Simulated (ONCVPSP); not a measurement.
## Before and after: ONCV potential for tungsten (W)

tungsten, optimised norm-conserving Vanderbilt (ONCV), made with ONCVPSP 4.0.1 (PBE, scalar-relativistic). Core [Kr] 4d10 4f14 5s2, reference 5p6 5d4 6s2. Waves: 6s: rc 2.95 bohr, ncon 5, nbas 9, qcut 2 1/bohr, 3 projectors, debl 2.3 Ha; 5p: rc 1.60 bohr, ncon 3, nbas 7, qcut 7.2 1/bohr, 2 projectors, debl 0.4 Ha; 5d: rc 2.85 bohr, ncon 4, nbas 8, qcut 6.5 1/bohr, 2 projectors, debl 0.5 Ha. Local part: polynomial inside 1.20 bohr (lpopt 5, dvloc0 1 Ha). Core correction: Teter function, fcfact 5.75, rcfact 1.15.

In the p channel the program set the typed energies aside and used -1.588, 0.250 Ha.

All-electron outer shells of the reference configuration (PBE, scalar-relativistic, ld1.x):

```csv
shell,level (eV),outermost node (bohr),outermost maximum (bohr)
5p,-43.20,0.57,1.09
4f,-33.21,–,0.43
6s,-5.71,1.28,2.67
5d,-4.48,0.63,1.49
```

Change: p: rc 1.36.

Cutoffs: the cutoffs (Ha) at which the residual kinetic energy of the hardest occupied pseudo-wave falls to 1 and 0.1 mHa per electron; they do not see the model core or the augmentation charge, which bear on the density cutoff. Errors are all-electron minus pseudo energies relative to the spin-unpolarised reference configuration.

Predict the effect on cutoff, ghosts and configuration errors.

The potential gets harder (18 Ha and 23 Ha → 23 Ha and 74 Ha); both files keep a bound ghost (s); the errors of the 4 common tests hardly move. A smaller radius makes the pseudo-wave follow the all-electron one further in, where it bends more sharply, so more plane waves are needed.

| quantity | base | changed |
| --- | --- | --- |
| cutoff, loose | 18 Ha | 23 Ha |
| cutoff, tight | 23 Ha | 74 Ha |
| loose cutoff by channel | s 11 Ha, p 18 Ha, d 12 Ha | s 11 Ha, p 23 Ha, d 12 Ha |
| bound ghosts | s | s |
| GHOST(+) flags under 300 eV | s at 220.6 eV | s at 220.6 eV |
| error for 5p6 5d4 6s1, meV [ΔE 8.88 eV] | -5.2 | -5.2 |
| error for 5p6 5d4 6s0, meV [ΔE 24.56 eV] | -15 | -15 |
| error for 5p6 5d3 6s0, meV [ΔE 49.95 eV] | +14 | +15 |
| error for 5p6 5d5 6s1, meV [ΔE 1.54 eV] | -5.0 | -5.1 |
| s: phases at 2.99 bohr within 0.05 rad from the reference energy up to (Ha; the scan ends near 5) | n/a | n/a |
| d: phases at 2.90 bohr within 0.05 rad from the reference energy up to (Ha; the scan ends near 5) | 3.9 | 3.9 |
| rms error of d²Exc/dni dnj with the model core, mHa | 1.85 | 1.99 |

 A true bound ghost makes a file unfit for plane-wave use even where its test errors are small: the radial tests pick states by their node count and pass the ghost by.
